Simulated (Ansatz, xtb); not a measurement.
**Two isomers of C8H5F**

We compare X, `C#CC1=CC=C(F)C1=C`, a singlet, with Y, `C#C/C=C1/C=CC(F)=C1`, a singlet. Both are isolated molecules in the gas phase, relaxed with r2SCAN-D4/def2-SVP.

Energies in hartree; the thermal terms are from GFN2-xTB frequencies at re-optimised GFN2-xTB minima (ideal gas, soft modes damped towards free rotors, one conformer each, 298.15 K, 1 atm) and include the zero-point energy:

|  | X | Y |
| --- | --- | --- |
| E, CCSD(T)/def2-SVP | −406.160260 | −406.160407 |
| E, MP2/def2-SVP | −406.061783 | −406.062528 |
| E, MP2/def2-TZVPP | −406.797949 | −406.800323 |
| zero-point energy | 0.096101 | 0.096460 |
| H(298 K) − E | 0.105312 | 0.105500 |
| G(298 K) − E | 0.063359 | 0.063568 |

**Question.** Correct the CCSD(T) difference for the basis set by the MP2 change, then work out ΔE, ΔE₀, ΔH and ΔG for X → Y in kcal/mol (1 Eh = 627.51 kcal/mol) and the equilibrium ratio [Y]/[X].

**Answer.** 1. Differences Y − X: CCSD(T) −0.000147, MP2 in the small set −0.000745, MP2 in the large set −0.002374 Eh.
2. ΔE = −0.000147 + (−0.002374 − (−0.000745)) = −0.001776 Eh = −1.11 kcal/mol.
3. ΔE₀ = ΔE + ΔZPE = −0.001776 + (+0.000359) Eh = −0.89 kcal/mol.
4. ΔH = ΔE + (+0.000188) Eh = −1.00 kcal/mol.
5. ΔG = ΔE + (+0.000209) Eh = −0.98 kcal/mol, so ΔS = (ΔH − ΔG)/T = −0.2 J/(mol K).
6. kT = 0.9442 mEh, so K = [Y]/[X] = exp(−ΔG/kT) = exp(+1.66) ≈ 5.3.

The two are too close for this level to say which is favoured. An error of 1 kcal/mol in ΔG would change K by a factor of 5.4. HF/STO-3G gave ΔE the other sign. Mirror images and further conformers aren't counted.

As drawn, both hold the same kinds of bond in the same numbers.

Other levels gave ΔE = −2.0 (GFN2-xTB); +1.1 (HF/STO-3G, GFN2-xTB geometries); −1.4 (r2SCAN-D4/def2-SVP//GFN2-xTB); −1.5 (r2SCAN-D4/def2-SVP); +0.1 (HF/def2-SVP); −0.5 (MP2/def2-SVP); −0.1 (CCSD(T)/def2-SVP) kcal/mol. The correlated steps freeze 9 core orbitals. Programs: Ansatz 0.2.0, xtb 6.7.1.
